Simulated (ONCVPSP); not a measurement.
**u(r) = r·R(r): atom against pseudo-atom (chlorine (Cl))**

Columns: radius, all-electron u(r) and pseudo u(r) of the 3p shell (level -8.46 eV) of chlorine in the configuration [Ne] 3s2 3p5; BLYP, scalar-relativistic, ONCV scheme, ONCVPSP 4.0.1.

```tsv
r (bohr)	all-electron	pseudo
0.075	-0.1343	0.0056
0.150	-0.2931	0.0222
0.225	-0.3602	0.0495
0.300	-0.3384	0.0869
0.375	-0.2557	0.1332
0.450	-0.1386	0.1871
0.525	-0.0071	0.2471
0.600	0.1253	0.3114
0.675	0.2503	0.3780
0.750	0.3632	0.4447
0.825	0.4616	0.5092
0.900	0.5450	0.5693
0.975	0.6137	0.6234
1.050	0.6684	0.6702
1.125	0.7102	0.7089
1.200	0.7403	0.7386
1.275	0.7600	0.7591
1.350	0.7708	0.7705
1.425	0.7740	0.7739
1.500	0.7709	0.7709
1.575	0.7625	0.7625
1.650	0.7500	0.7500
1.725	0.7341	0.7341
1.800	0.7156	0.7156
1.875	0.6951	0.6951
1.950	0.6732	0.6732
```

**Question.** How many radial nodes do the two functions have?

**Answer.** The all-electron 3p function has n − l − 1 = 1; the pseudo-wave has 0, since the states of the same l below it are removed with the core.

**Question.** At about which radius was the pseudo-wave matched?

**Answer.** 1.50 bohr. The columns agree to 0.0005 from 1.35 bohr on; several derivatives are matched, so the curves merge somewhat inside the radius.

**Question.** Is the pseudo-wave norm-conserving?

**Answer.** Yes: the ONCV scheme keeps the norm inside the radius equal to the all-electron one, which fixes the energy derivative of the logarithmic derivative at the level.
